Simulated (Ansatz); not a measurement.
# Ligand exchange: GeH(CH3)(GeH3)F + SiH(SiH3)2F → GeH(GeH3)F2 + SiH(CH3)(SiH3)2

Species: GeH(CH3)(GeH3)F, singlet; SiH(SiH3)2F, singlet; GeH(GeH3)F2, singlet; SiH(CH3)(SiH3)2, singlet. The partners trade CH3 for F: Ge–CH3 and Si–F bonds give way to Ge–F and Si–CH3.

Shapes, held fixed at every level: PBE0-D4/def2-TZVP. Programs: Ansatz 0.2.0. Electronic energies: no zero-point or thermal term.

```csv
level,kind,ΔE (kJ/mol),less CCSD(T)/def2-TZVPP
HF/def2-TZVPP,Hartree–Fock,+46.7,+5.3
PBE0-D4/def2-TZVPP,global hybrid,+36.2,-5.2
wB97M-V/def2-TZVPP,range-separated hybrid,+39.1,-2.3
wB97X-V/def2-TZVPP,range-separated hybrid,+38.2,-3.2
MP2/def2-TZVPP,perturbation theory,+41.3,-0.1
CCSD/def2-TZVPP,coupled cluster or CI,+43.7,+2.3
CCSD(T)/def2-TZVPP,coupled cluster or CI,+41.4,0.0
```

The highest level, CCSD(T)/def2-TZVPP, gives ΔE = +41.4 kJ/mol; the levels span +36.2 to +46.7. The column of differences is taken from that level and isn't an error. No measured value is set beside it here. Relativity is left out for Ge unless named. Correlated rows may include outer-core shells of Ge, which these sets cover unevenly.
